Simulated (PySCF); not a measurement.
C3H5ClGe, SMILES ClC=C=[CH][GeH3].

Geometry: r2SCAN-D4/def2-SVP. The structure was generated by enumeration; whether it is a known compound was not checked.

Two levels are set side by side: TDDFT-PBE/def2-SVPD (PySCF) and TDDFT-ωB97X/def2-SVPD (PySCF). Vertical, same geometry. The lowest singlet is HOMO→LUMO 100 % with PBE and HOMO→LUMO 95 % with the other functional; states are paired by order. Differences are taken from unrounded values.

```json
[
 {"quantity": "lowest singlet excitation (eV)", "TDDFT-PBE": "4.14"},
 {"quantity": "lowest triplet excitation (TDA) (eV)", "TDDFT-PBE": "3.73"},
 {"quantity": "first bright state (f over 0.05) (eV)", "TDDFT-PBE": "5.50"},
 {"quantity": "its oscillator strength", "TDDFT-PBE": "0.05"}
]
```

Problem. These are the TDDFT-PBE values. What does TDDFT-ωB97X give? (Estimate from the structure and the level; the computed values follow.)

Solution. 
```tsv
quantity	TDDFT-ωB97X	TDDFT-PBE minus TDDFT-ωB97X
lowest singlet excitation (eV)	4.70	-0.56
lowest triplet excitation (TDA) (eV)	4.28	-0.55
first bright state (f over 0.05) (eV)	6.62	-1.12
its oscillator strength	0.07	-0.02
```

A lower first singlet is the usual sign of a functional without exact exchange. Differences between two approximate levels are no errors against the true value.

Rough cost on one machine, each run with all the roots and properties that it gave: TDDFT-ωB97X against TDDFT-PBE about 8 times.
